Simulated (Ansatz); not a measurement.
Two isomers of C3H4Se: A = `[Se]=C1CC1`, B = `C#CC[SeH]`.

Program: Ansatz. Geometries: PBE0-D4/def2-TZVP. ΔE: electronic, gas phase. CCSD(T)/CBS adds triple-zeta CCSD(T) − MP2 to the extrapolated MP2 energy (def2 sets, frozen cores). DFT in def2-TZVPP. For Se outer-core shells are correlated without core-valence functions, which leaves a few kJ/mol of doubt a bond. Scalar relativity is left out up to krypton. Each species was taken in one conformer, which may not be the lowest.

A:

```xyz
8

Se    0.663    2.040   -1.450
C     0.219    0.673   -0.478
C    -0.176   -0.728   -0.414
C    -0.023    0.118    0.847
H     0.577   -1.481   -0.626
H    -1.176   -0.992   -0.742
H    -0.919    0.429    1.374
H     0.834   -0.061    1.489
```

B:

```xyz
8

C     0.2670    0.2854   -2.0856
C     0.0417   -0.0332   -0.9509
C    -0.2192   -0.3946    0.4198
Se    0.4149    1.0544    1.6008
H     0.4639    0.5607   -3.0946
H     0.3097   -1.3096    0.6865
H    -1.2875   -0.5307    0.5880
H     0.0095    0.3676    2.8359
```

Question: Which is lower in electronic energy at CCSD(T)/CBS, and by how much? (Estimate.)

Answer: Ansatz gave: B, by 0.7 kcal/mol.

Question: Give E(B) − E(A) in kcal/mol with r2SCAN-D4, CCSD(T)/def2-SVP, CCSD(T)/def2-TZVPP, HF/def2-TZVPP, B2PLYP, PBE-D4, CCSD/def2-TZVPP. (Best estimate.)

Answer: Ansatz gave: r2SCAN-D4 4.4, CCSD(T)/def2-SVP 2.9, CCSD(T)/def2-TZVPP -0.9, HF/def2-TZVPP -5.6, B2PLYP -0.6, PBE-D4 5.5, CCSD/def2-TZVPP -2.0. The order is the other way round with r2SCAN-D4, CCSD(T)/def2-SVP, PBE-D4.

Question: Does the order hold for the free energy at 298.15 K (harmonic terms from PBE0-D4)? (Best estimate.)

Answer: Computed: Yes: G(B) − G(A) = -4.4 kcal/mol, for one conformer each.

Largest T1 diagnostic: 0.015.

At CCSD(T), def2-SVP lies +3.5 kcal/mol from the extrapolated value and def2-TZVPP −0.2 kcal/mol. In def2-TZVPP, CCSD(T) changes the Hartree–Fock value by +4.8 kcal/mol (the triples alone add +1.1 kcal/mol) and MP2 by +4.9 kcal/mol.
